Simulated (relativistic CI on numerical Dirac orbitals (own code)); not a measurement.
Method of calculation: Dirac-Coulomb-Breit CI, KLI orbitals optimised for each configuration, a model potential for QED, unscaled Slater integrals (own radial code, finite nucleus).

Configuration list (outside the closed core [Ne]): 3s2.3p6.3d10, 3s2.3p6.3d9.4s, 3s2.3p6.3d9.4p, 3s2.3p6.3d9.4d, 3s2.3p6.3d9.4f, 3s2.3p5.3d10.4s, 3s2.3p6.3d8.4s2, 3s2.3p5.3d10.4p, 3s2.3p6.3d8.4s.4p, 3s2.3p6.3d9.5s, 3s2.3p6.3d8.4p2, 3s2.3p6.3d9.5p, 3s2.3p6.3d8.4s.4d, 3s2.3p5.3d10.4d, 3s.3p6.3d10.4s, 3s2.3p6.3d9.5d, 3s2.3p6.3d8.4p.4d, 3s2.3p5.3d9.4s2, 3s2.3p6.3d9.5f, 3s.3p6.3d10.4p, 3s2.3p5.3d10.4f, 3s2.3p6.3d9.5g, 3s2.3p6.3d8.4d2, 3s2.3p5.3d9.4s.4p, 3s2.3p6.3d9.6s, 3s2.3p6.3d9.6p, 3s2.3p5.3d9.4p2, 3s.3p6.3d10.4d, 3s2.3p6.3d9.6d, 3s2.3p5.3d9.4s.4d, 3s.3p6.3d9.4s2, 3s2.3p5.3d10.5s, 3s2.3p5.3d9.4p.4d, 3s2.3p5.3d10.5p, 3s.3p6.3d9.4s.4p, 3s2.3p4.3d10.4s2. Levels of other configurations are missing.

At this charge energies of transitions that change n are usually good to better than 1 %, and those within a shell (Δn = 0) to a few per cent.

Outline of the computed level scheme of Xe XXVII. Lowest level of each configuration: 3s2.3p6.3d10 1S_0 at 0.000 eV; 3s2.3p6.3d9.4s 3D_3 at 590.887 eV; 3s2.3p6.3d9.4p 3P°_2 at 643.608 eV; 3s2.3p6.3d9.4d 3S_1 at 744.609 eV; 3s2.3p6.3d9.4f 3P°_0 at 838.236 eV.

Some strong electric-dipole decays among the lowest 45 levels: 3s2.3p6.3d9.4p 1P°_1 → 3s2.3p6.3d10 1S_0 (2.4e+12 s⁻¹); 3s2.3p6.3d9.4p 3D°_1 → 3s2.3p6.3d10 1S_0 (4.0e+11 s⁻¹); 3s2.3p6.3d9.4p 3D°_1 → 3s2.3p6.3d10 1S_0 (3.5e+11 s⁻¹); 3s2.3p6.3d9.4d 3G_4 → 3s2.3p6.3d9.4p 3F°_3 (1.5e+11 s⁻¹); 3s2.3p6.3d9.4d 3G_3 → 3s2.3p6.3d9.4p 3F°_2 (1.4e+11 s⁻¹); 3s2.3p6.3d9.4d 3D_2 → 3s2.3p6.3d9.4p 3P°_2 (1.2e+11 s⁻¹); 3s2.3p6.3d9.4d 3S_1 → 3s2.3p6.3d9.4p 3P°_2 (1.2e+11 s⁻¹); 3s2.3p6.3d9.4d 3G_4 → 3s2.3p6.3d9.4p 3F°_3 (1.2e+11 s⁻¹).

LS names give the leading component of a level, which can be under half, so a name can repeat, a term be missing and a line seem to break the LS rules.
